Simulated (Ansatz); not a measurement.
CH$_{6}$S$_{3}$Si, SMILES `SC[SiH2]SS`. Total charge 0; spin multiplicity 1. All single points use the PBE0-D4/def2-TZVP geometry. It is one conformer, not always the lowest.

```xyz
11

S     0.571   -1.850    1.910
C     1.064   -0.617    0.679
Si   -0.481    0.223    0.012
S     0.151    1.419   -1.656
S    -1.696    2.251   -2.054
H     1.790   -2.104    2.412
H     1.618   -1.086   -0.137
H     1.692    0.148    1.140
H    -1.468   -0.784   -0.450
H    -1.094    1.092    1.044
H    -2.148    1.307   -2.901
```

Task: What is the dipole moment at ωB97M-V/def2-TZVPP? (Best estimate.)

Result: Computed: 0.99 D, with components (0.84, -0.47, -0.24) D in this frame, pointing from negative to positive charge.

Task: And with PBE, r2SCAN, B3LYP? (Best estimate.)

Result: Ansatz gave: PBE 0.99 D, r2SCAN 1.02 D, B3LYP 0.98 D.

Task: Give the Mulliken charges with ωB97M-V, PBE, r2SCAN in def2-TZVPP. (An estimate is asked.)

Result: The calculation gave: 
```tsv
atom	ωB97M-V	PBE	r2SCAN
S1	-0.15	-0.19	-0.18
C2	-0.35	-0.24	-0.20
Si3	0.26	0.29	0.39
S4	-0.16	-0.16	-0.19
S5	-0.12	-0.12	-0.11
H6	0.11	0.10	0.09
H7	0.15	0.13	0.10
H8	0.15	0.13	0.10
H9	-0.01	-0.04	-0.06
H10	0.00	-0.03	-0.05
H11	0.13	0.13	0.11
```

B3LYP here is the variant with VWN-RPA as its local correlation; programs differ in this.
